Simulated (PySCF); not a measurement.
**Radial density of O(2+) (oxygen, charge +2)**

B97-3, [He] 2s1 2p2 3s1, high-spin 5P determinant (an excited configuration). Computed with PySCF 2.14 in aug-cc-pVTZ-DK, with the spin-free X2C one-electron Hamiltonian (Gaussian nucleus).

```tsv
r (bohr)	4πr²ρ (e/bohr)	4πr²(ρα − ρβ)
0.00366	0.05139	0.0019
0.00615	0.1389	0.0053
0.0103	0.3609	0.0137
0.0174	0.9039	0.0343
0.0293	2.102	0.0797
0.0493	4.321	0.1628
0.0828	7.181	0.2674
0.139	8.446	0.3296
0.234	5.835	0.4612
0.394	2.883	1.4964
0.663	3.212	3.1345
1.12	2.139	2.1384
1.88	0.5830	0.5830
3.16	0.3398	0.3398
5.31	0.05241	0.0524
8.93	7.311e-05	0.0001
```

Densities and radii are taken from the X2C orbitals without a picture-change correction, which distorts them close to the nucleus.

The outer electron is Rydberg-like, and this basis confines it to a smaller radius and binds it less than a complete one would.
